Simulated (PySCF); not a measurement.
Start geometry of `[F][Sb]([F])[F]` from GFN2-xTB (Å):
```
atom  x, y, z in Å
Sb1   -0.0043    0.0056    0.8721
F2     1.5683   -0.0290   -0.2802
F3    -0.7590    1.3663   -0.3041
F4    -0.8051   -1.3428   -0.2878
```

Task: What comes out of this run: PBE0-D3(BJ)/def2-SVP geometry optimisation, gas phase, def2 core potentials past Kr in PySCF 2.14.0?

Result: 
```
atom  x, y, z in Å
Sb1   -0.0034    0.0091    0.7527
F2     1.6358   -0.0397   -0.2411
F3    -0.7864    1.4289   -0.2714
F4    -0.8460   -1.3983   -0.2402
```

The energy falls by 4.3 kcal/mol over 5 energy and gradient evaluations, the largest force component goes from 0.0557 to 1.4e-04 Eh/bohr, and the atoms move by 0.091 Å rms after alignment. Among the bonds, Sb1–F2, Sb1–F3 and Sb1–F4 change most and about equally (-0.033 to -0.032 Å). Bonds longer at the end by more than 0.005 Å: 0 of 3; shorter: 3. Among the angles that change most is F2–Sb1–F3, from 88.2° to 95.2°. Rotational constants go from 4139, 4130, 3617 to 4397, 4385, 3321 MHz. The orientation of the end geometry is arbitrary; only internal coordinates are fixed.

The run used 68 basis functions and 31 SCF cycles in all.

Not checked by PBE0-D3(BJ)/def2-SVP frequencies.
